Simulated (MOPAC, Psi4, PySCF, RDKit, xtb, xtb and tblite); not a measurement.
Two geometries of SMILES CCC[SiH2]C(C)C (C₆H₁₆Si), relaxed at GFN2-xTB with one dihedral held; other torsions can differ between them too.

Structure A

```
23

C     -3.6914     0.3627     0.5021
C     -2.4548    -0.4435     0.1210
C     -1.1915     0.4130     0.1095
Si     0.3967    -0.6314     0.0896
C      1.9355     0.4832    -0.1091
C      2.0397     1.5217     1.0055
C      3.2064    -0.3591    -0.1560
H     -3.8407     1.1852    -0.1951
H     -3.5802     0.7778     1.5016
H     -4.5804    -0.2643     0.4879
H     -2.3328    -1.2591     0.8372
H     -2.5956    -0.8950    -0.8624
H     -1.2288     1.0949    -0.7416
H     -1.1936     1.0395     1.0046
H      0.3559    -1.5870    -1.0273
H      0.4960    -1.3820     1.3505
H      1.8627     1.0231    -1.0600
H      2.9262     2.1416     0.8721
H      1.1693     2.1740     1.0138
H      2.1127     1.0344     1.9758
H      4.0841     0.2700    -0.3023
H      3.1631    -1.0796    -0.9693
H      3.3343    -0.9071     0.7749
```

Structure B

```
23

C      3.6871     0.4224     0.4869
C      2.4756    -0.4449     0.1718
C      1.1854     0.3840     0.0961
Si     0.5840     0.6515    -1.6874
C     -0.9412     1.8008    -1.7272
C     -2.0999     1.2437    -0.9035
C     -1.3940     2.0432    -3.1635
H      3.8087     1.1904    -0.2743
H      3.5667     0.9098     1.4521
H      4.5940    -0.1782     0.5172
H      2.3824    -1.2035     0.9531
H      2.6437    -0.9723    -0.7683
H      1.3409     1.3364     0.6035
H      0.3993    -0.1272     0.6548
H      1.6557     1.2577    -2.4919
H      0.2325    -0.6495    -2.2767
H     -0.6669     2.7718    -1.2997
H     -2.9595     1.9124    -0.9467
H     -1.8161     1.1253     0.1398
H     -2.4090     0.2732    -1.2871
H     -2.2441     2.7244    -3.1933
H     -0.5900     2.4743    -3.7553
H     -1.6939     1.1077    -3.6308
```

Which is lower in energy at the level PBE0-D3(BJ)/def2-SVP // GFN2-xTB run with Psi4 1.11, and by how much?

A is lower, by 8.43 kJ/mol (dihedral C1–C2–C3–Si4: 165° in A, 105° in B).

E(B) − E(A) in kJ/mol at the other levels, on the same two geometries: GFN2-xTB (xtb and tblite) 7.22; MMFF94 // GFN2-xTB (RDKit) 9.41; PBE0/def2-SVP // GFN2-xTB (Psi4) 8.95; PBE/def2-SVP // GFN2-xTB (Psi4) 8.78; PBE-D3(BJ)/def2-SVP // GFN2-xTB (Psi4) 8.29; UFF // GFN2-xTB (RDKit) 11.98; PM7, restricted, heats of formation // GFN2-xTB (MOPAC) 4.54; AM1, restricted, heats of formation // GFN2-xTB (MOPAC) 2.96; GFN1-xTB // GFN2-xTB (xtb) 4.74; restricted B3LYP/6-31G*, spherical d, density fitting // GFN2-xTB (PySCF) 9.62; restricted Hartree-Fock/3-21G, density fitting // GFN2-xTB (PySCF) 9.37; restricted MP2 (frozen core)/3-21G // GFN2-xTB (PySCF) 9.33; restricted LDA (SVWN5)/6-31G*, spherical d, density fitting // GFN2-xTB (PySCF) 9.07.
